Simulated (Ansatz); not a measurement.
Stepwise reaction of `[CH3][GaH][CH3]` with hydrogen chloride, as a gas-phase model of exchange steps in deposition or etching. ΔE in kJ/mol.

Isolated molecules relaxed with PBE0-D4/def2-TZVP in Ansatz; ΔE leaves out vibrations. CCSD(T)/CBS is the MP2 limit (def2-TZVPP, def2-QZVPP) plus CCSD(T) − MP2 in def2-TZVPP, frozen cores. This one scheme is used for every species. Functionals use def2-TZVPP. B3LYP here is the variant with VWN-RPA as its local correlation; programs differ in this. For Ga outer-core shells are correlated without core-valence functions, which leaves a few kJ/mol of doubt a bond. Scalar relativity is left out up to krypton.

```json
{"step": "1", "reaction": "`[CH3][GaH][CH3]` + HCl → `[CH3][GaH][Cl]` + CH₄", "PBE-D4": "-152.4", "B3LYP-D4": "-159.1", "ωB97M-V": "-155.4", "CCSD(T)/CBS": "-151.6"}
{"step": "2", "reaction": "`[CH3][GaH][Cl]` + HCl → `[Cl][GaH][Cl]` + CH₄", "PBE-D4": "-125.4", "B3LYP-D4": "-131.5", "ωB97M-V": "-128.9", "CCSD(T)/CBS": "-124.9"}
```

Task: By hand: ΔE of the 2 steps together at CCSD(T)/CBS.

Result: (-151.6) + (-124.9) = -276.5 kJ/mol, or -138.2 kJ/mol a step.

In ΔE each step is higher than the one before. All are downhill at CCSD(T)/CBS. PBE-D4 differs from CCSD(T)/CBS by -0.8 to -0.5 kJ/mol a step. Isolated molecules leave out the surface, adducts and barriers. Largest T1 diagnostic: 0.011.
